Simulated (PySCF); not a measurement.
Isomers of C6H16O2Si, from PBE0-D3(BJ)/def2-SVP geometry optimisation, gas phase (PySCF 2.14.0). One conformer each, no zero-point energy, no frequencies.

**Question.** Which isomer lies lower at this level?
A. `[CH3:1][CH2:2][O:3][Si:4]([CH3:5])([CH3:6])[O:7][CH2:8][CH3:9]` with C1–C2–O3–Si4 -179°, C2–O3–Si4–C5 71°, O3–Si4–O7–C8 53°, Si4–O7–C8–C9 -168°: A = 1561, B = 833.1, C = 675.8 MHz, dipole 1.50 D
B. `[CH3:1][CH:2]([CH3:3])[O:4][C:5]([CH3:6])([CH3:7])[O:8][SiH3:9]` with C1–C2–O4–C5 -108°, C2–O4–C5–C6 59°, O4–C5–O8–Si9 -72°: A = 1767, B = 1020, C = 778.4 MHz, dipole 0.63 D

**Answer.** A. That is `CCO[Si](C)(C)OCC`, 42.7 kcal/mol below the other.

```json
{"SMILES": "CCO[Si](C)(C)OCC", "mapped SMILES": "[CH3:1][CH2:2][O:3][Si:4]([CH3:5])([CH3:6])[O:7][CH2:8][CH3:9]", "E (Eh)": "-677.38079", "relative (kcal/mol)": "0.0", "relative (kJ/mol)": "0.0", "dipole (D)": "1.50"}
{"SMILES": "CC(C)OC(C)(C)O[SiH3]", "mapped SMILES": "[CH3:1][CH:2]([CH3:3])[O:4][C:5]([CH3:6])([CH3:7])[O:8][SiH3:9]", "E (Eh)": "-677.31273", "relative (kcal/mol)": "42.7", "relative (kJ/mol)": "178.7", "dipole (D)": "0.63"}
```

As drawn, the lower has an Si–C bond, which the higher lacks.
